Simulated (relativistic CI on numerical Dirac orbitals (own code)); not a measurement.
Rh⁺ (4d8) in a crystal field

Calculated by Dirac-Coulomb-Breit CI, orbitals from a KLI potential per configuration, model QED (radiative potential, 1s self-energy scaled to tabulated hydrogen-like ionisation energies), valence Slater integrals scaled by 0.75, one configuration in a parametric crystal field (own radial code).

Field parameters in Wybourne normalisation: D3d B²₀ = −7Dσ, B⁴₀ = −14Dq − 21Dτ, B⁴₃ = −14√(10/7) Dq; D4h B²₀ = −7Ds, B⁴₀ = 21(Dq − Dt), B⁴₄ = 21√(5/14) Dq. The field is a parameter set, without covalency.

S and J are read from ⟨S²⟩ = S(S + 1) and ⟨J²⟩ = J(J + 1) of each level; they are not fictitious spins.

D4h, 10Dq = 17650, Ds = -600, Dt = 90 cm⁻¹, the lowest 16 levels:

| E (cm⁻¹) | Degeneracy | Irrep | S | J |
| --- | --- | --- | --- | --- |
| 0.0 | 1 | B2 | 1.00 | 3.40 |
| 2.0 | 2 | E | 1.00 | 3.40 |
| 9240 | 1 | A1 | 0.07 | 2.91 |
| 9666 | 1 | B1 | 0.06 | 2.86 |
| 16622 | 1 | B1 | 0.99 | 3.58 |
| 16662 | 2 | E | 1.00 | 3.45 |
| 16688 | 1 | A2 | 1.00 | 3.43 |
| 16735 | 1 | A1 | 0.97 | 3.59 |
| 16925 | 1 | B2 | 1.00 | 3.15 |
| 17855 | 2 | E | 1.00 | 3.15 |
| 18022 | 1 | A1 | 0.15 | 3.43 |
| 18037 | 1 | B1 | 1.00 | 3.11 |
| 22525 | 1 | A2 | 1.00 | 2.59 |
| 22751 | 2 | E | 0.99 | 2.38 |
| 22761 | 1 | A1 | 0.96 | 2.74 |
| 23001 | 1 | B2 | 1.00 | 2.19 |

D3d, 10Dq = 14050, Dσ = 800, Dτ = 420 cm⁻¹, the lowest 10 levels:

```
E (cm⁻¹)  Degeneracy  Irrep     S     J
     0.0           2      E  1.00  3.42
     8.1           1     A1  1.00  3.40
    9574           2      E  0.11  2.86
   14021           1     A2  1.00  3.37
   14072           2      E  0.98  3.40
   15271           2      E  1.00  3.51
   15823           2      E  0.98  3.25
   16095           1     A1  0.93  3.03
   16351           1     A2  1.00  2.94
   17534           1     A1  0.30  3.43
```

D4h, 10Dq = 9700, Ds = 1340, Dt = 220 cm⁻¹, the lowest 10 levels:

| E (cm⁻¹) | Degeneracy | Irrep | S | J |
| --- | --- | --- | --- | --- |
| 0.0 | 1 | B2 | 1.00 | 3.53 |
| 18.1 | 2 | E | 1.00 | 3.52 |
| 5367 | 1 | A1 | 0.52 | 3.20 |
| 6477 | 1 | A2 | 0.99 | 3.67 |
| 6719 | 1 | A1 | 0.82 | 3.52 |
| 7186 | 2 | E | 0.99 | 3.26 |
| 7267 | 1 | B1 | 0.87 | 3.05 |
| 8083 | 1 | B2 | 1.00 | 2.73 |
| 9354 | 1 | B1 | 0.88 | 3.15 |
| 9801 | 2 | E | 1.00 | 3.19 |

The free-ion ground term has S = 1. Every field shown keeps that spin.

Levels of this model without a field, named by their leading LS term (the scale mimics covalency, so terms lie below those of the real free ion): ³F4 0, ³F3 2240, ³F2 3395, ¹D2 8880, ³P1 11700, ³P0 11894, ³P2 11973, ¹G4 14264 cm⁻¹.
